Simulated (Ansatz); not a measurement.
`C=N[SiH2]F` + `N=CF` → `F/C=N/[SiH2]F` + `C=N` at 600 K and 1 bar (ligand exchange at the Si–N bond).

Calculated with Ansatz (gas phase, PBE0-D4/def2-TZVP geometries, no zero-point term in ΔE). CCSD(T)/CBS adds triple-zeta CCSD(T) − MP2 to the extrapolated MP2 energy (def2 sets, frozen cores). This one scheme is used for every species. One conformer a species, not always the lowest.

```
        species  CCSD(T)/CBS energy (Eh)  H − E (kJ/mol)  S (J/(mol·K))
   `C=N[SiH2]F`               -484.08456           180.3          372.0
         `N=CF`               -193.72220           115.2          286.5
`F/C=N/[SiH2]F`               -583.28846           166.8          400.4
          `C=N`                -94.52360           129.6          259.4
```

H − E and S are ideal-gas, rigid-rotor, harmonic terms from PBE0-D4/def2-TZVP, for one conformer and one mirror image of each species. 1 Eh = 2625.50 kJ/mol, R = 8.31446 J/(mol·K).

Task: By hand: ΔE, ΔH, ΔS and ΔG.

Result: ΔE = (-583.28846) + (-94.52360) − (-484.08456) − (-193.72220) = -0.00530 Eh = -13.9 kJ/mol. Δ(H − E) = 166.8 + 129.6 − 180.3 − 115.2 = 0.9, so ΔH = -13.0 kJ/mol. ΔS = 400.4 + 259.4 − 372.0 − 286.5 = 1.3 J/(mol·K). ΔG = -13.0 − 600 × (1.3)/1000 = -13.8 kJ/mol.

Task: By hand: the equilibrium constant, and the temperature at which ΔG would vanish if ΔH and ΔS stayed fixed.

Result: log₁₀ K = −ΔG/(RT ln 10) = 1.2. ΔH and −TΔS have one sign here, so there is no such temperature. One of them is within its doubt of zero, so this could turn.

The number of gas molecules stays the same, so ΔS is small and ΔH decides. A doubt of 5 kJ/mol in ΔE shifts log₁₀ K by 0.4 here. Other conformers and mirror images would add mixing entropy, several J/(mol·K) or more a flexible species. These are equilibria of isolated gas molecules and say nothing of rates. Largest T1 diagnostic: 0.013 (customary marks: 0.02 for closed shells, 0.045 for open ones).
